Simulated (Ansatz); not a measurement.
Basis-set series for `C#C[SiH]1CS1`. Total charge 0; spin multiplicity 1. All single points use the PBE0-D4/def2-TZVP geometry.

| functional | basis | functions | energy (Eh) | HOMO (eV) | LUMO (eV) |
| --- | --- | --- | --- | --- | --- |
| PBE0-D4 | def2-SVP | 98 | -803.64484 | -6.94 | -0.82 |
| PBE0-D4 | def2-QZVPP | 431 | -804.04714 | -7.06 | -1.05 |
| ωB97M-V | def2-SVP | 98 | -803.95036 | -9.08 | 1.21 |
| ωB97M-V | def2-QZVPP | 431 | -804.35560 | -9.23 | 0.78 |

**Question.** Give the rows for def2-TZVPP. (Estimate.)

**Answer.** Ansatz gave: 
| functional | basis | functions | energy (Eh) | HOMO (eV) | LUMO (eV) |
| --- | --- | --- | --- | --- | --- |
| PBE0-D4 | def2-TZVPP | 233 | -804.01907 | -7.03 | -1.00 |
| ωB97M-V | def2-TZVPP | 233 | -804.32950 | -9.20 | 0.93 |

Positive LUMOs are unbound and depend on the basis.
